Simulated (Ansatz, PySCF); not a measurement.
This Ansatz (a first-principles code) input computes a r2SCAN/def2-TZVPD energy:

Ansatz 0.2 input:
```yaml
crystal:
  periodic: [false, false, false]
  atoms:
    - {symbol: Si, position_ang: [-0.02582869, -0.13793451, 0.08542604]}
    - {symbol: O, position_ang: [-0.27133170, -1.44900926, 0.89740510]}
    - {symbol: N, position_ang: [-1.48841484, 0.70531776, -0.50142661]}
    - {symbol: N, position_ang: [0.84318350, 1.16530060, 0.94625399]}
    - {symbol: N, position_ang: [0.93713549, -0.31174475, -1.41027402]}
    - {symbol: H, position_ang: [-2.31721530, 0.14489133, -0.34381413]}
    - {symbol: H, position_ang: [-1.61619756, 1.59323093, -0.03259443]}
    - {symbol: H, position_ang: [1.76137833, 1.32158452, 0.55000225]}
    - {symbol: H, position_ang: [0.95880131, 0.93739008, 1.92631469]}
    - {symbol: H, position_ang: [0.37387322, -0.14287968, -2.23413204]}
    - {symbol: H, position_ang: [1.32828609, -1.24317529, -1.48285525]}
basis:
  gaussian:
    orbitals: def2-TZVPD
hamiltonian:
  xc: {name: r2SCAN}
total_charge: -1
output: {forces: true}
```

**Question.** Write an input for the same energy in PySCF and say what it gives.

**Answer.** 
```python
from pyscf import gto, scf, dft

mol = gto.M(
    atom='''
    Si   -0.02582869   -0.13793451    0.08542604
    O    -0.27133170   -1.44900926    0.89740510
    N    -1.48841484    0.70531776   -0.50142661
    N     0.84318350    1.16530060    0.94625399
    N     0.93713549   -0.31174475   -1.41027402
    H    -2.31721530    0.14489133   -0.34381413
    H    -1.61619756    1.59323093   -0.03259443
    H     1.76137833    1.32158452    0.55000225
    H     0.95880131    0.93739008    1.92631469
    H     0.37387322   -0.14287968   -2.23413204
    H     1.32828609   -1.24317529   -1.48285525
    ''',
    basis='def2-tzvpd',
    charge=-1,
    spin=0,
    verbose=4,
)

mf = dft.RKS(mol, xc='r2scan').density_fit(auxbasis='def2-universal-jkfit')
mf.grids.level = 4
mf.conv_tol = 1e-9
mf.max_cycle = 100
mf.max_memory = 1500
mf.kernel()
if not mf.converged:
    mf = mf.newton()
    mf.kernel(mf.make_rdm1())
mf.analyze()
```
It gives -532.72812 Eh, and Ansatz -532.72798 Eh, a difference of 0.14 mEh, from the treatment of integrals and grids.

It need not be the lowest isomer of its formula. Whether it binds its extra electron was not tested at this geometry.
